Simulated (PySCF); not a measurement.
## Radial density of Os⁶⁹⁺ (osmium, charge +69)

UHF, [He] 2s2 2p3, high-spin 4S determinant. All numbers are calculated (PySCF 2.14, no relativity, point nucleus, in an uncontracted even-tempered set (17 s from 50 bohr⁻², ratio 2.2; 10 p from 65 bohr⁻², ratio 2.2; 5 d from 240 bohr⁻², ratio 2.4; 5 f from 360 bohr⁻², ratio 2.4; 4 g from 540 bohr⁻², ratio 2.4)).

```json
{"r (bohr)": "0.000330", "4πr²ρ (e/bohr)": "0.4022", "4πr²(ρα − ρβ)": "0.0000"}
{"r (bohr)": "0.000555", "4πr²ρ (e/bohr)": "1.100", "4πr²(ρα − ρβ)": "0.0000"}
{"r (bohr)": "0.000934", "4πr²ρ (e/bohr)": "2.937", "4πr²(ρα − ρβ)": "0.0002"}
{"r (bohr)": "0.00157", "4πr²ρ (e/bohr)": "7.542", "4πr²(ρα − ρβ)": "0.0014"}
{"r (bohr)": "0.00264", "4πr²ρ (e/bohr)": "18.12", "4πr²(ρα − ρβ)": "0.0109"}
{"r (bohr)": "0.00445", "4πr²ρ (e/bohr)": "38.97", "4πr²(ρα − ρβ)": "0.0770"}
{"r (bohr)": "0.00748", "4πr²ρ (e/bohr)": "69.50", "4πr²(ρα − ρβ)": "0.4910"}
{"r (bohr)": "0.0126", "4πr²ρ (e/bohr)": "91.02", "4πr²(ρα − ρβ)": "2.6821"}
{"r (bohr)": "0.0212", "4πr²ρ (e/bohr)": "75.84", "4πr²(ρα − ρβ)": "11.3154"}
{"r (bohr)": "0.0356", "4πr²ρ (e/bohr)": "55.26", "4πr²(ρα − ρβ)": "31.1219"}
{"r (bohr)": "0.0599", "4πr²ρ (e/bohr)": "68.71", "4πr²(ρα − ρβ)": "41.9212"}
{"r (bohr)": "0.101", "4πr²ρ (e/bohr)": "34.79", "4πr²(ρα − ρβ)": "17.0503"}
{"r (bohr)": "0.169", "4πr²ρ (e/bohr)": "2.182", "4πr²(ρα − ρβ)": "0.9266"}
{"r (bohr)": "0.285", "4πr²ρ (e/bohr)": "0.005305", "4πr²(ρα − ρβ)": "0.0018"}
```

A non-relativistic calculation at this Z misses sizeable relativistic shifts. Spin-orbit coupling, which splits the p, d and f shells strongly at this Z, is absent. Spin-orbit coupling is strong in this species (close to jj coupling), so the high-spin LS determinant is a model state, not a physical level.
